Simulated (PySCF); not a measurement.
# Checking a proposed structure

A compound C₆H₁₁N₃ gives the data below (simulated from a calculation) and was assigned the structure `CCc1nn(C)nc1C`.

$^{13}$C{$^{1}$H} NMR (computed): δ 146.4 (C, 2C), 51.0 (CH2), 19.4 (CH3), 12.6 (CH3, 2C).

$^{1}$H NMR (600 MHz, computed): δ 4.32 (q, 2H), 2.39 (s, 6H), 1.37 (t, 3H).

No relativistic terms, no solvent, one conformer, equivalent nuclei averaged. Structure optimised with GFN2-xTB; NMR shieldings at PBE0/pcSseg-1/GIAO; PySCF 2.14.0 with density-fitted response routines.

δ = σ(ref) − σ, references computed at the same level: TMS for $^{1}$H (σref 31.72) and $^{13}$C (σref 186.93).

**Question.** Compare with the shifts computed for the proposed structure, pairing carbons in order of shift.

**Answer.** Structure with atom numbers: `[CH3:1][CH2:2][c:3]1[n:4][n:5]([CH3:6])[n:7][c:8]1[CH3:9]` (H(Xn): hydrogen on atom n).

```csv
atom,computed for proposal,given list,difference
C3,152.8,146.4,+6.4
C8,145.3,146.4,-1.1
C6,41.1,51.0,-9.9
C2,22.7,19.4,+3.3
C1,18.0,12.6,+5.4
C9,12.1,12.6,-0.5
```

The rms difference is 5.5 ppm and the largest -9.9 ppm at C6 (methyl carbon bonded to N). The proposal also would give 6 carbon signals, not 4. The carbon types in order of shift don't match either: C, C, CH3, CH2, CH3, CH3 for the proposal against C, C, CH2, CH3, CH3, CH3 in the data. The proposal doesn't fit.

**Question.** Which isomer fits?

**Answer.** `InChI=1S/C6H11N3/c1-4-9-7-5(2)6(3)8-9/h4H2,1-3H3`.

- Carbon types of the structure: 2 × C, 1 × CH2, 3 × CH3, which accounts for all hydrogens.
- δC 146.4: substituted aromatic carbon next to a ring nitrogen.
- δC 51.0: sp3 CH2 bonded to N; deshielded by the electronegative neighbour.
- δH 4.32: hydrogen on an sp3 CH2 bonded to N; its carbon carries N, which withdraws density.
- δH 2.39: hydrogen on a methyl carbon on an aromatic ring; benzylic-type position, deshielded by the ring.

The shifts were computed for this structure.

Shifts are as computed. Against solution values, carbons near 30 ppm lie about +3 ppm off and those near 130 ppm about +5 ppm. Of 1211 compounds with measured shifts, 218 miss one by over three times the rms of a fit or turn the order of signals round; such compounds aren't used in these exercises. Multiplicities follow the n + 1 count of equivalent neighbours, as no J values were calculated; m marks all less simple cases, F and P coupling included.
